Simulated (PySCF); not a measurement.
TDDFT excited states: C9H11N

Compound: C9H11N.
SMILES with atom numbers: `[cH:1]1[cH:2][c:3]([CH:4]2[CH2:5][CH2:6][CH2:7]2)[cH:8][cH:9][n:10]1` (hydrogens: H11 on C1; H12 on C2; H13 on C4; H14, H15 on C5; H16, H17 on C6; H18, H19 on C7; H20 on C8; H21 on C9)

Theory: TDDFT wB97X-D/def2-SVPD, vertical, gas phase, core orbitals frozen in the response in PySCF. One conformer (not necessarily the lowest) at the PBE0-D3(BJ)/def2-SVP geometry, without solvent, vibrations or thermal averaging. Torsions of this conformer, `[cH:1]1[cH:2][c:3]([CH:4]2[CH2:5][CH2:6][CH2:7]2)[cH:8][cH:9][n:10]1`: C2–C3–C4–C5 54°.

```json
{"state": "S1", "E (eV)": "5.08", "λ (nm)": "244.1", "ν̃ (cm⁻¹)": "40960", "f": "0.0042", "|μ| (D)": "0.47", "symmetry": "A″", "main configurations (H = HOMO, L = LUMO)": "H→L (97%)"}
{"state": "S2", "E (eV)": "5.37", "λ (nm)": "230.9", "ν̃ (cm⁻¹)": "43310", "f": "0.0001", "|μ| (D)": "0.07", "symmetry": "–", "main configurations (H = HOMO, L = LUMO)": "H→L+1 (99%)"}
{"state": "S3", "E (eV)": "5.56", "λ (nm)": "223.2", "ν̃ (cm⁻¹)": "44810", "f": "0.027", "|μ| (D)": "1.14", "symmetry": "A′", "main configurations (H = HOMO, L = LUMO)": "H-1→L (67%), H-2→L+1 (28%)"}
{"state": "S4", "E (eV)": "6.26", "λ (nm)": "197.9", "ν̃ (cm⁻¹)": "50520", "f": "0.017", "|μ| (D)": "0.85", "symmetry": "A′", "main configurations (H = HOMO, L = LUMO)": "H-2→L (56%), H-1→L+1 (39%)"}
{"state": "S5", "E (eV)": "7.06", "λ (nm)": "175.7", "ν̃ (cm⁻¹)": "56930", "f": "0.603", "|μ| (D)": "4.75", "symmetry": "A′", "main configurations (H = HOMO, L = LUMO)": "H-1→L+1 (46%), H-2→L (29%), H-2→L+1 (14%)"}
{"state": "S6", "E (eV)": "7.14", "λ (nm)": "173.6", "ν̃ (cm⁻¹)": "57590", "f": "0.579", "|μ| (D)": "4.62", "symmetry": "A′", "main configurations (H = HOMO, L = LUMO)": "H-2→L+1 (54%), H-1→L (23%), H-2→L (10%)"}
{"state": "S7", "E (eV)": "7.47", "λ (nm)": "165.9", "ν̃ (cm⁻¹)": "60280", "f": "0.0010", "|μ| (D)": "0.19", "symmetry": "–", "main configurations (H = HOMO, L = LUMO)": "H-3→L (70%), H-6→L (24%)"}
{"state": "S8", "E (eV)": "7.70", "λ (nm)": "161.1", "ν̃ (cm⁻¹)": "62070", "f": "0.0000", "|μ| (D)": "0.03", "symmetry": "–", "main configurations (H = HOMO, L = LUMO)": "H-1→L+2 (50%), H-1→L+4 (32%)"}
{"state": "S9", "E (eV)": "7.75", "λ (nm)": "159.9", "ν̃ (cm⁻¹)": "62520", "f": "0.025", "|μ| (D)": "0.93", "symmetry": "A′", "main configurations (H = HOMO, L = LUMO)": "H→L+4 (36%), H→L+2 (35%), H→L+6 (11%)"}
{"state": "S10", "E (eV)": "7.86", "λ (nm)": "157.8", "ν̃ (cm⁻¹)": "63370", "f": "0.0000", "|μ| (D)": "0.03", "symmetry": "–", "main configurations (H = HOMO, L = LUMO)": "H-5→L (71%), H-6→L (17%)"}
```

Triplets, Tamm–Dancoff:

```tsv
state	E (eV)	λ (nm)	main configurations (H = HOMO, L = LUMO)
T1	4.32	287.0	H-1→L+1 (52%), H-2→L (36%)
T2	4.43	279.8	H→L (92%)
T3	4.74	261.4	H-1→L (91%)
T4	4.93	251.2	H-2→L (54%), H-1→L+1 (42%)
```

The lowest singlet lies at 5.08 eV (244 nm, ultraviolet) and is very weak; its leading configuration is HOMO→LUMO (97%). The most intense listed level is S5 at 7.06 eV (176 nm, f = 0.603), 1.98 eV above S1. Löwdin shares by element: HOMO nitrogen 58%, carbon 26% or more (atoms not listed hold the other 16%); LUMO carbon 48% or more, nitrogen 20% (atoms not listed hold the other 32%). Weighted by f, the mean energy of these states is 7.06 eV. The oscillator strengths of these states sum to 1.258; summed over the whole spectrum of an exact calculation they would give the number of electrons, 72 (Thomas–Reiche–Kuhn). The listed states span 2.78 eV, and the widest gap between neighbours is 0.79 eV (S4 to S5). All these states lie below the vertical ionisation energy of 9.29 eV (ΔSCF). Symmetry labels in Cs follow from the direction of the transition dipole and are given only for states with f of 0.002 or more. Only the lowest 10 singlets were computed, as vertical energies without vibronic structure.
